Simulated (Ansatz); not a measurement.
A nudged elastic band was laid between two geometries of BCl2FH2O (7 atoms, charge 0, multiplicity 1).

These are results of RKS PBE0-D4/def2-SVPD in Ansatz, not measurements.

```json
{"movable images": "7", "climbing image": "yes", "spring": "5.0 eV/Å²", "optimiser": "quadratic models (default)", "start path": "through a guess of the saddle point", "force threshold": "0.03 eV/Å", "iteration limit": "60", "end points": "relaxed"}
```

Image 0:

```xyz
7
Properties=species:S:1:pos:R:3
B 0.049 -0.077 0.074
F -0.054 0.516 1.291
Cl 1.586 0.255 -0.806
Cl -1.478 -0.001 -0.937
O 0.097 -1.692 0.488
H -0.744 -2.092 0.215
H 0.188 -1.764 1.450
```

Image 8:

```xyz
7
Properties=species:S:1:pos:R:3
B -0.175 -0.360 -0.750
F 0.911 -1.024 2.767
Cl 1.190 0.719 -0.851
Cl -1.258 -0.579 -2.119
O -0.389 -1.029 0.405
H -1.158 -1.610 0.400
H 0.521 -0.971 1.922
```

(1) What changes between the two ends?

(2) What energy profile does the band end with?

(3) What is the geometry of the highest image?

(4) What are the harmonic wavenumbers there?

## Answers

(1) Bonds broken: B1–F2, O5–H7. Bonds formed: F2–H7. BCl2FH2O becomes BCl2HO + FH.

(2) The forces met the threshold. The highest image is number 2 of 0 to 8, 1.07 eV above the first end and 0.95 eV above the last; the last end lies 0.11 eV above the first. A vibrational analysis at the climbing image gives one clearly imaginary mode, 1034i cm⁻¹: a first-order saddle point. The orbitals stay closed-shell, which can raise the energy where a bond breaks towards radicals; this wasn't checked here.

```
image  path coordinate (Å)  energy (eV)  B1–F2 (Å)  O5–H7 (Å)  F2–H7 (Å)
    0                 0.00         0.00       1.36       0.97       2.30
    1                 0.52         0.24       1.41       0.99       1.70
    2                 1.04         1.07       1.66       1.28       1.11
    3                 1.63         0.49       2.29       1.74       0.94
    4                 2.23         0.27       2.87       1.93       0.93
    5                 2.82         0.20       3.23       1.86       0.93
    6                 3.41         0.16       3.49       1.80       0.93
    7                 4.00         0.13       3.66       1.77       0.93
    8                 4.60         0.11       3.74       1.77       0.93
```

(3) 
```xyz
7
Properties=species:S:1:pos:R:3
B 0.061 -0.345 -0.097
F 0.019 0.109 1.495
Cl 1.564 0.274 -0.808
Cl -1.493 0.101 -0.863
O 0.117 -1.733 0.415
H -0.656 -2.254 0.168
H 0.028 -1.005 1.464
```

(4) 1034i, 221, 231, 314, 328, 459, 470, 709, 776, 823, 1060, 1110, 1208, 2035, 3876 cm⁻¹.

Run time: 4.3 min on 4 threads of Arm Neoverse V1, with other jobs on the host, peak memory 0.38 GiB.
